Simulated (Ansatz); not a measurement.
Reaction (ligand exchange at a B–S bond): `[AlH2][S]BS` + CH₃OH → `COBS` + `[AlH2][SH]`

Computed with Ansatz on PBE0-D4/def2-TZVP structures; ΔE is electronic, products minus reactants. CBS: MP2 limit from def2 TZ/QZ plus the TZ coupled-cluster correction, frozen cores. This one scheme is used for every species. Functionals use def2-TZVPP. Each species was taken in one conformer, which may not be the lowest.

```tsv
level	ΔE (kcal/mol)	difference from CCSD(T)/CBS
r2SCAN0-D4	-16.3	-0.4
BHLYP-D4	-17.6	-1.7
ωB97X-V	-17.4	-1.5
ωB97M-V	-17.6	-1.7
PBE-QIDH	-15.7	0.2
r2SCANh	-16.5	-0.6
RPA@PBE/def2-TZVPP	-17.4	-1.5
MP2/def2-SVP	-19.3	-3.4
CCSD/def2-SVP	-20.5	-4.6
MP2/def2-TZVPP	-15.5	0.4
CCSD(T)/CBS	-15.9	0
```

**Question.** What do rigid-rotor, harmonic-oscillator terms from PBE0-D4/def2-TZVP frequencies (298.15 K, 1 bar) make of the CCSD(T)/CBS value? (Estimate.)

**Answer.** The calculation gave: ΔZPE = -1.2 kcal/mol, ΔH = -17.3 kcal/mol, ΔS = -1 J/(mol·K), ΔG = -17.3 kcal/mol.

Largest T1 diagnostic among the species: 0.014.

From BLYP to BHLYP (50 % exact exchange), in def2-TZVPP and without D4, ΔE moves by −0.9 kcal/mol. At CCSD(T), def2-SVP lies −4.1 kcal/mol from the extrapolated value and def2-TZVPP −0.8 kcal/mol. In def2-TZVPP, CCSD(T) changes the Hartree–Fock value by +4.6 kcal/mol (the triples alone add +1.0 kcal/mol) and MP2 by +5.8 kcal/mol.
